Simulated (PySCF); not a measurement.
C₅H₄O₂, SMILES C1=CC(=O)C(=C)O1. The structure is a stationary point at B3LYP-D3(BJ)/def2-SVP.

Level of theory: B3LYP-D3(BJ)/def2-SVP run with PySCF.

Harmonic wavenumbers (cm⁻¹): 166, 285, 322, 508, 520, 632, 746, 763, 773, 836, 839, 907, 934, 958, 1056, 1094, 1197, 1283, 1363, 1390, 1627, 1741, 1824, 3165, 3241, 3274, 3277. Rotational constants (GHz): 3.964, 3.645, 1.899; symmetry number 1.

**Question.** Work out the zero-point energy and the ideal-gas rigid-rotor harmonic-oscillator thermochemistry at 298.15 K and 1 atm.

**Answer.** ZPE = ½ Σ hcν = ½ × 34724 cm⁻¹ = 207.69 kJ/mol. H − E(el) = 224.64 kJ/mol. Entropy in J/(mol K): translation 165.68, rotation 112.39, vibration 36.18, total 314.26. G − E(el) = 130.95 kJ/mol. Cp = 94.45 J/(mol K).
